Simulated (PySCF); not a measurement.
**Spinor energies of Br(18+) (bromine, charge +18)**

Start: [Ne] 3s2 3p5; 3p1/2 filled at m_j = +1/2; 3p3/2 filled at m_j = -3/2, -1/2, +1/2, +3/2. Calculated with PySCF 2.14 in an even-tempered Gaussian basis (19 s from 1.9 bohr⁻², ratio 2.4; 14 p from 2.4 bohr⁻², ratio 2.4; 5 d from 12 bohr⁻², ratio 2.6; 4 f from 17 bohr⁻², ratio 2.6): generalised Hartree-Fock with the X2C-1e Hamiltonian and a Gaussian nucleus; one run each with spin-orbit coupling (SO) screened by Boettger's factors, then bare. This is a chosen level, not necessarily the ground level.

| spinor shell | electrons | ε, screened SO (eV) | ε, bare SO (eV) | weight of nominal j (bare SO) | rms radius, bare SO (bohr) |
| --- | --- | --- | --- | --- | --- |
| 1s1/2 | 2 | -14250.7 | -14250.7 | 1.000 | 0.0492 |
| 2s1/2 | 2 | -2510.8 | -2510.8 | 1.000 | 0.203 |
| 2p1/2 | 2 | -2323.3 | -2325.4 | 1.000 | 0.178 |
| 3s1/2 | 2 | -840.18 | -840.19 | 1.000 | 0.518 |
| 3p1/2 | 1 | -776.03 | -776.47 | 1.000 | 0.509 |
| 3p3/2 | 4 | -762.92 | -762.74 | 1.000 | 0.517 |

(1) Where does 2p3/2 lie, and what is the 2p spin-orbit splitting (bare SO)?

```csv
quantity,screened SO,bare SO
E (hartree),-2427.62405,-2427.62777
M_J,1/2,1/2
⟨J²⟩,0.752,0.752
⟨L²⟩,2.006,2.006
⟨S²⟩,0.753,0.753
```

Each row is a mean over spinors that exchange with the open shell spreads, by up to 6.646 eV (2p1/2).

Results:

(1) At -2276.1 eV, 49.369 eV above 2p1/2.
